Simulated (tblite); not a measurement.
Compound: C3H10NSi (doublet state).
Bonds: C1–C2, C2–C3, C2–N4, N4–Si5. Hydrogens: H6, H7, H8 on C1; H9, H10, H11 on C3; H12 on N4; H13, H14, H15 on Si5.

The geometry is computed with GFN2-xTB (gas phase). This method treats the open shell by occupation alone, without spin polarisation.

**Question.** List the bond lengths, angles and torsions at this level.

**Answer.** 
```
                 bond  length (Å)   order
                C1–C2       1.488  single
                C2–C3       1.485  single
                C2–N4       1.378  single
               N4–Si5       1.729  single
         C1–H6, C1–H8       1.090  single
                C1–H7       1.099  single
C3–H9, C3–H10, C3–H11       1.092  single
               N4–H12       1.009  single
     Si5–H13, Si5–H14       1.463  single
              Si5–H15       1.475  single
```

Bonds in one row agree within 0.01 Å and their mean is given. Orders are formal, as drawn. A selection of angles:
```
      angle  degrees
   C2–C1–H6    110.7
   H6–C1–H7    107.0
   C1–C2–C3    120.9
   C1–C2–N4    119.7
   C3–C2–N4    118.8
   C2–C3–H9    111.1
  C2–C3–H11    110.3
  H9–C3–H10    106.8
  H9–C3–H11    108.8
  C2–N4–Si5    129.8
  C2–N4–H12    112.2
 Si5–N4–H12    117.0
 N4–Si5–H13    108.9
 N4–Si5–H14    102.4
 N4–Si5–H15    114.7
H13–Si5–H14    113.2
H13–Si5–H15    107.9
H14–Si5–H15    109.8
```

Torsions: C1–C2–N4–Si5 -164° (antiperiplanar). The mirror-image conformer, all signs reversed, is as good.

Si5 (silicon bonded to N and 3 H) is distorted tetrahedral (angles from 102.4° to 114.7°). C2 (carbon bonded to 2 C and N) is planar (angles 120.9°, 119.7° and 118.8°, sum 359.4°, 0.06 Å off the plane of its three neighbours). N4 (nitrogen bonded to C, Si and H) is almost planar (angles 129.8°, 117.0° and 112.2°, sum 359.0°, 0.08 Å off the plane of its three neighbours). Of the pairs four or more bonds apart, Si5···H9 is among the closest relative to their van der Waals radii: 2.92 Å, 88 % of the sum of Bondi's values.

Point group: C1 (no symmetry element, even within 0.4 Å). Its lowest GFN2-xTB frequency is 15i cm⁻¹, too small to tell a flat minimum from a shallow saddle.
